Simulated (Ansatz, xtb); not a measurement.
Diatomic CSe+, multiplicity 2 (lowest of 2S+1 = 2, 4 at CCSD(T)/def2-TZVPP on PBE0 minima; our sources give no spin for the ground state, which may be another). No spin–orbit coupling. Se is treated without relativity. The T1 diagnostic near the minimum is 0.072, so single-reference values are doubtful.

Seven points along R, fitted to fifth degree in 1/R; most abundant isotopes. In def2 and cc sets the state is the lowest found near the PBE0 minimum, followed along R.

Codes used: Ansatz (a quantum-chemistry and plane-wave program) with Gaussian orbitals; xtb for the GFN methods.  The GFN methods have no spin term and hold the electronic entropy of 300 K.

```json
[
 {"level": "GFN1-xTB", "r_e (Å)": "1.628", "ω_e (cm⁻¹)": "1279", "ω_e x_e (cm⁻¹)": "6.9"},
 {"level": "GFN2-xTB", "r_e (Å)": "1.604", "ω_e (cm⁻¹)": "[?]", "ω_e x_e (cm⁻¹)": "8.1"},
 {"level": "SVWN5/def2-TZVPP", "r_e (Å)": "1.628", "ω_e (cm⁻¹)": "1138", "ω_e x_e (cm⁻¹)": "5.8"},
 {"level": "PBE/def2-TZVPP", "r_e (Å)": "[?]", "ω_e (cm⁻¹)": "[?]", "ω_e x_e (cm⁻¹)": "6.0"}
]
```

### Question
What belongs in the gaps?

### Answer

- PBE/def2-TZVPP, r_e (Å): 1.642
- PBE/def2-TZVPP, ω_e (cm⁻¹): 1106
- GFN2-xTB, ω_e (cm⁻¹): 1271
